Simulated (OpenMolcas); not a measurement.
A run on Rh5+ among 2 point charges of -1.6 e arranged as a linear pair (D∞h), 2 Å from the ion.
```
   0.0000    0.0000    2.0000  -1.60
   0.0000    0.0000   -2.0000  -1.60
```

```yaml
Program: OpenMolcas
Method: CASSCF
Basis: ANO-RCC-VDZP [6s5p3d1f]
Scalar_Hamiltonian: DKH2, point nucleus
Active_space: 4 electrons in 5 orbitals (4d)
State_averaging: 2S+1 = 5 even, 5 roots; 2S+1 = 3 even, 45 roots; 2S+1 = 1 even, 50 roots
Spin-orbit_coupling: RASSI with atomic mean-field integrals over the reference wave functions
```

43 basis functions. Blocks (2S+1, parity, CSFs, roots kept): 5, even, 5, 5; 3, even, 45, 45; 1, even, 50, 50.

Question: How long do the RASSCF and RASSI steps take on 1 thread of Arm Neoverse V1 (shared host)?

Answer: About 23 s of wall time, without the integral step.
